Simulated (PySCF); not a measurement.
Species: C3H2NO3S (charge -1).
Structure used (GFN2-xTB), in Å, numbered top down from 1:
```xyz
10
C3H2NO3S angstrom
C     -1.4482   -0.0271    0.4633
C     -0.2873    0.3649   -0.0309
C      0.0613    1.6033   -0.5414
N      0.3844    2.6219   -0.9740
S      1.0958   -0.8579   -0.0693
O      0.5001   -2.0689    0.4813
O      1.4389   -0.9467   -1.4796
O      2.1079   -0.2485    0.7789
H     -1.5203   -1.0432    0.8147
H     -2.3238    0.6068    0.5341
```

The calculation used TDDFT PBE0/def2-SVPD, vertical, gas phase, core orbitals frozen in the response (PySCF 2.14.0, density-fitted response routines).

Frontier orbitals with the atoms that hold most of them (Löwdin shares over 4%, at most four atoms; ? is withheld):

```
orbital  ε (eV)                            atoms
 LUMO+2    4.23   C3 23%, N4 20%, C1 14%, S5 13%
 LUMO+1    3.72  C1 24%, C3 17%, H10 15%, N4 14%
   LUMO    1.97                                ?
   HOMO   -3.07           O8 33%, O7 33%, O6 33%
 HOMO-1   -4.05                                ?
 HOMO-2   -4.13   O7 31%, O8 21%, C2 17%, S5 12%
 HOMO-3   -4.37    O6 58%, O7 11%, O8 10%, S5 8%
```

(1) Give the leading atoms of the LUMO.

(2) Give the leading atoms of the HOMO-1.

(3) The HOMO–LUMO gap is 5.04 eV. Where does the response calculation put the lowest singlet, and from which orbitals?

(4) One configuration dominates each of S1, S2, S4 and S5. Which, and how do the shares of the two leading atoms of either orbital change from the occupied to the empty one?

## Answers

(1) C1 (bonded to C and 2 H) 32%; C2 (bonded to 2 C and S) 24%; N4 (bonded to C) 16%; C3 (bonded to C and N) 13%. By element: carbon 69%, nitrogen 16%.

(2) O8 (bonded to S) 34%; O7 (bonded to S) 23%; C1 (bonded to C and 2 H) 15%; C2 (bonded to 2 C and S) 12%. By element: oxygen 57% or more, carbon 27% or more.

(3) S1 is at 3.92 eV (f = 0.0004), 1.12 eV below the gap, made of HOMO→LUMO (100%). 

(4) 
- S1 (3.92 eV, f 0.0004), HOMO→LUMO (100%): O8 33% → at most 14%, O7 33% → at most 14%, C1 at most 1% → 32%, C2 at most 1% → 24%
- S2 (4.72 eV, f 0.0024), HOMO-2→LUMO (92%): O7 31% → at most 14%, O8 21% → at most 14%, C1 at most 12% → 32%, C2 17% → 24%
- S4 (5.20 eV, f 0.072), HOMO-1→LUMO (88%): O8 34% → at most 14%, O7 23% → at most 14%, C1 15% → 32%, C2 12% → 24%
- S5 (5.80 eV, f 0.0014), HOMO→LUMO+1 (83%): O8 33% → at most 15%, O7 33% → at most 15%, C1 at most 1% → 24%, C3 at most 1% → 17%

The run took 23 s of wall time on one thread of an Arm Neoverse V1, shared host with 64 logical CPUs at a one-minute load of 20, and the process peaked at 0.79 GiB of memory.
